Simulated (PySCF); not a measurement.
## Dipole moment and polarisability of `Clc1ccccn1`

C₅H₄ClN.
Numbering: `[Cl:1][c:2]1[cH:3][cH:4][cH:5][cH:6][n:7]1` (hydrogens: H8 on C3; H9 on C4; H10 on C5; H11 on C6)

Cartesian coordinates in Å at the GFN2-xTB level; atoms count from 1:
```xyz
11
C5H4ClN angstrom
Cl     2.6029   -1.6796   -0.1123
C      1.1145   -0.8179   -0.0536
C      1.1228    0.5712   -0.0041
C     -0.1034    1.2108    0.0424
C     -1.2648    0.4502    0.0388
C     -1.1439   -0.9285   -0.0134
N      0.0223   -1.5505   -0.0586
H      2.0523    1.1164   -0.0024
H     -0.1510    2.2893    0.0811
H     -2.2360    0.9167    0.0753
H     -2.0104   -1.5754   -0.0192
```

Level: PBE0/def2-SVPD (PySCF), static field, nuclei fixed, core orbitals frozen in the response. The polarisability tensor in these axes (au):

```
x    98.83 -10.22  -1.38
y   -10.22  82.99   1.50
z    -1.38   1.50  46.55
```

Question: Give the principal values, the mean and the anisotropy Δα = √{½[(α1 − α2)² + (α2 − α3)² + (α1 − α3)²]}.

Answer: Principal values 46.47, 78.00 and 103.91 au; mean 76.12 au = 11.28 Å³ = 12.55 × 10⁻⁴⁰ C²·m²/J; Δα = 49.83 au (65 % of the mean).

Question: What is the dipole moment, and where does it point?

Answer: (-1.58, 2.93, 0.14) D, 3.34 D in size, pointing from the negative to the positive side. Measured along this direction, the outermost atoms are Cl1 at the negative end and H9 at the positive end.

Question: What depolarisation ratio follows for Rayleigh scattering of linearly polarised light, taking the static tensor?

Answer: ρ = 3Δα²/(45ᾱ² + 4Δα²) = 7447.8/(260772 + 9930.3) = 0.0275.

Question: Find the Langevin capture rate constant for O2+ (31.990 u) meeting this molecule (113.003 u), k = 2.342 × 10⁻⁹ cm³/s × √(α in Å³ / reduced mass in u).

Answer: The reduced mass is 24.93 u, so k = 1.58 × 10⁻⁹ cm³/s. The formula leaves out the permanent dipole, which adds to the capture rate.

Question: Directions of the eigenvectors, and the extent of the frame along each?

Answer: Largest value along (0.90, -0.44, -0.03), where the nuclei span 5.49 Å; middle along (0.44, 0.90, 0.02), 4.29 Å; least along (0.02, -0.04, 1.00), 0.00 Å. The response follows the extents in order.

Isolated species at its GFN2-xTB geometry, gas phase.
